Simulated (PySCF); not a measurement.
## Electron correlation in Cl⁻ (chlorine, charge -1)

[Ar], closed-shell 1S. Computed with PySCF 2.14 in aug-cc-pCVTZ-DK, with the spin-free X2C one-electron Hamiltonian (Gaussian nucleus). Frozen: [Ne]; 8 electrons correlated.

| level | correlation energy (mhartree) |
| --- | --- |
| CCSD | -225.17 |
| (T) | -9.90 |
| CCSD(T) | -235.07 |

Diagnostics: T1 = 0.0061, D1 = 0.0095, largest double amplitude 0.029.

**Question.** Is a single reference adequate?

**Answer.** Yes: T1 lies below 0.03 and no double amplitude reaches 0.07.
